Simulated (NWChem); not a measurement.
System: C2H3ClF2Si; SMILES F/C=C\[Si@H](F)Cl

NWChem input:

```
start job
memory heap 200 mb stack 900 mb global 1100 mb
geometry units angstroms noautoz
  F     -0.184530     2.625470    -0.808091
  C     -0.267014     2.242931     0.459318
  C     -0.345918     0.963646     0.823768
  Si    -0.332344    -0.459918    -0.352008
  F     -1.832957    -1.045040    -0.525756
  Cl     0.794133    -1.966460     0.479365
  H     -0.261351     3.099594     1.142700
  H     -0.412273     0.773424     1.899381
  H      0.187903    -0.138958    -1.697209
end
basis spherical
  * library def2-svp
end
dft
  xc b3lyp
  iterations 150
  mulliken
end
task dft energy
```

Excerpt of the output:

```
             Northwest Computational Chemistry Package (NWChem) 7.3.0
             --------------------------------------------------------

 C1  symmetry detected

                             Geometry "geometry" -> ""
                             -------------------------

 Output coordinates in angstroms (scale by  1.889725989 to convert to a.u.)

  No.       Tag          Charge          X              Y              Z
 ---- ---------------- ---------- -------------- -------------- --------------
    1 F                    9.0000     0.10063510    -2.70915209     0.65164041
    2 C                    6.0000     0.54529366    -2.21095711    -0.49445985
    3 C                    6.0000     0.42755689    -0.92319553    -0.81606195
    4 Si                  14.0000    -0.34019250     0.35823233     0.26914377
    5 F                    9.0000    -1.82789829     0.71284822    -0.26506082
    6 Cl                  17.0000     0.76946232     2.08232222     0.10795897
    7 H                    1.0000     1.00828866    -2.98273578    -1.11968608
    8 H                    1.0000     0.83080770    -0.63233690    -1.79090591
    9 H                    1.0000    -0.44899539    -0.02800689     1.69119130

 Effective nuclear repulsion energy (a.u.)     351.9203841143

                                 NWChem DFT Module
                                 -----------------

 Summary of "ao basis" -> "ao basis" (spherical)
 ------------------------------------------------------------------------------
       Tag                 Description            Shells   Functions and Types
 ---------------- ------------------------------  ------  ---------------------
 F                          def2-svp                 6       14   3s2p1d
 C                          def2-svp                 6       14   3s2p1d
 Si                         def2-svp                 8       18   4s3p1d
 Cl                         def2-svp                 8       18   4s3p1d
 H                          def2-svp                 3        5   2s1p

            General Information
            -------------------
          SCF calculation type: DFT
          Wavefunction type:  closed shell.
          No. of atoms     :     9
          No. of electrons :    64
           Alpha electrons :    32
            Beta electrons :    32
          Charge           :     0
          Spin multiplicity:     1
          Use of symmetry is: off; symmetry adaption is: off
          Maximum number of iterations: 150
          AO basis - number of functions:   107
                     number of shells:    49
          Convergence on energy requested:  1.00D-06
          Convergence on density requested:  1.00D-05
          Convergence on gradient requested:  5.00D-04

              XC Information
              --------------
                         B3LYP Method XC Potential
                     Hartree-Fock (Exact) Exchange  0.200
                        Slater Exchange Functional  0.800 local
                    Becke 1988 Exchange Functional  0.720 non-local
              Lee-Yang-Parr Correlation Functional  0.810
                  VWN I RPA Correlation Functional  0.190 local

             Grid Information
             ----------------
          Grid used for XC integration:  medium
          Radial quadrature: Mura-Knowles
          Angular quadrature: Lebedev.
          Tag              B.-S. Rad. Rad. Pts. Rad. Cut. Ang. Pts.
          ---              ---------- --------- --------- ---------
          F                   0.50       49          12.0       434
          C                   0.70       49          11.0       434
          Si                  1.10       88          11.0       590
          Cl                  1.00       88          12.0       590
          H                   0.35       45          12.0       434
          Grid pruning is: on
          Number of quadrature shells:   507
          Spatial weights used:  Erf1

      Superposition of Atomic Density Guess
      -------------------------------------

 Sum of atomic energies:       -1023.39454435

      Non-variational initial energy
      ------------------------------

 Total energy =   -1025.453993
 1-e energy   =   -2117.026771
 2-e energy   =     739.652393
 HOMO         =      -0.318228
 LUMO         =       0.010644

     ---------------------------------------------
      Total Density - Mulliken Population Analysis
     ---------------------------------------------

    Atom       Charge   Shell Charges
 -----------   ------   -------------------------------------------------------
    1 F    9     9.35   1.99  1.14  0.76  3.42  2.03  0.01
    2 C    6     5.42   1.99  0.92  0.26  1.58  0.61  0.07
    3 C    6     6.62   1.99  0.99  0.30  2.12  1.20  0.02
    4 Si  14    12.72   2.00  1.99  0.90  0.16  5.93  0.88  0.59  0.26
    5 F    9     9.58   1.99  1.15  0.78  3.52  2.13  0.00
    6 Cl  17    17.41   2.00  1.99  1.22  0.72  5.94  2.16  3.36  0.01
    7 H    1     0.94   0.68  0.23  0.02
    8 H    1     0.86   0.65  0.19  0.03
    9 H    1     1.10   0.70  0.39  0.01

   convergence    iter        energy       DeltaE   RMS-Dens  Diis-err
 ---------------- ----- ----------------- --------- --------- ---------
 d= 0,ls=0.0,diis     1  -1026.9520581281 -1.38D+03  1.53D-02  9.87D-01
 d= 0,ls=0.0,diis     2  -1026.8966221569  5.54D-02  7.96D-03  1.73D+00
 d= 0,ls=0.0,diis     3  -1027.0617675299 -1.65D-01  1.76D-03  4.59D-02
 d= 0,ls=0.0,diis     4  -1027.0651263072 -3.36D-03  8.38D-04  8.14D-03
 d= 0,ls=0.0,diis     5  -1027.0660997422 -9.73D-04  2.34D-04  9.91D-04
  Resetting Diis
 d= 0,ls=0.0,diis     6  -1027.0661989611 -9.92D-05  7.51D-05  8.57D-05
 d= 0,ls=0.0,diis     7  -1027.0662092095 -1.02D-05  2.99D-05  2.94D-06
 d= 0,ls=0.0,diis     8  -1027.0662088151  3.94D-07  1.68D-05  6.51D-06
 d= 0,ls=0.0,diis     9  -1027.0662095536 -7.39D-07  3.20D-06  1.59D-07

         Total DFT energy =    -1027.066209553617
      One electron energy =    -2119.835180993507
           Coulomb energy =      823.006604717332
    Exchange-Corr. energy =      -82.158017391777
 Nuclear repulsion energy =      351.920384114335

 Numeric. integr. density =       63.999999686206

                       DFT Final Molecular Orbital Analysis
                       ------------------------------------

 Vector   30  Occ=2.000000D+00  E=-3.345034D-01
              MO Center=  6.1D-01,  1.7D+00,  6.8D-02, r^2= 2.2D+00
   Bfn.  Coefficient  Atom+Function         Bfn.  Coefficient  Atom+Function
  ----- ------------  ---------------      ----- ------------  ---------------
    85      0.485625  6 Cl px                82      0.366406  6 Cl px
    86     -0.289641  6 Cl py                83     -0.218433  6 Cl py
    79      0.212860  6 Cl px                87      0.182583  6 Cl pz
    84      0.138531  6 Cl pz                64     -0.129584  5 F  px
    80     -0.126928  6 Cl py                32      0.105851  3 C  px

 Vector   31  Occ=2.000000D+00  E=-3.211945D-01
              MO Center=  4.6D-01,  1.2D+00,  1.8D-01, r^2= 3.5D+00
   Bfn.  Coefficient  Atom+Function         Bfn.  Coefficient  Atom+Function
  ----- ------------  ---------------      ----- ------------  ---------------
    87      0.520196  6 Cl pz                84      0.388921  6 Cl pz
    81      0.225486  6 Cl pz               103     -0.205603  9 H  s
   104     -0.179229  9 H  s                 31      0.142468  3 C  s
    32     -0.132601  3 C  px                33      0.130292  3 C  py
    52     -0.125923  4 Si pz                35     -0.095157  3 C  px

 Vector   32  Occ=2.000000D+00  E=-2.938318D-01
              MO Center=  4.2D-01, -1.3D+00, -4.5D-01, r^2= 2.8D+00
   Bfn.  Coefficient  Atom+Function         Bfn.  Coefficient  Atom+Function
  ----- ------------  ---------------      ----- ------------  ---------------
    32      0.349258  3 C  px                18      0.312565  2 C  px
    35      0.254669  3 C  px                 4      0.247594  1 F  px
     7     -0.191939  1 F  px                34      0.179616  3 C  pz
    21      0.168466  2 C  px                20      0.149717  2 C  pz
    86      0.135361  6 Cl py                37      0.129693  3 C  pz

 Vector   33  Occ=0.000000D+00  E=-4.034244D-02
              MO Center=  3.4D-01, -1.2D+00, -3.7D-01, r^2= 3.2D+00
   Bfn.  Coefficient  Atom+Function         Bfn.  Coefficient  Atom+Function
  ----- ------------  ---------------      ----- ------------  ---------------
    21      0.446462  2 C  px                18      0.421238  2 C  px
    53     -0.385928  4 Si px                35     -0.372011  3 C  px
    32     -0.266053  3 C  px                23      0.230269  2 C  pz
    20      0.206576  2 C  pz                63     -0.169492  5 F  s
    86     -0.169026  6 Cl py                 7     -0.160890  1 F  px

 Vector   34  Occ=0.000000D+00  E= 3.476455D-02
              MO Center=  1.8D-01, -2.5D-01, -3.4D-01, r^2= 5.7D+00
   Bfn.  Coefficient  Atom+Function         Bfn.  Coefficient  Atom+Function
  ----- ------------  ---------------      ----- ------------  ---------------
    54      0.762754  4 Si py                94     -0.739687  7 H  s
    99     -0.704161  8 H  s                 17      0.614479  2 C  s
    31      0.494279  3 C  s                 45      0.379227  4 Si s
    23     -0.356889  2 C  pz                36      0.341287  3 C  py
    78     -0.340222  6 Cl s                 86      0.323384  6 Cl py

[...]
```

Level: B3LYP/def2-SVP. The geometry was optimised at PBE0/def2-SVP.
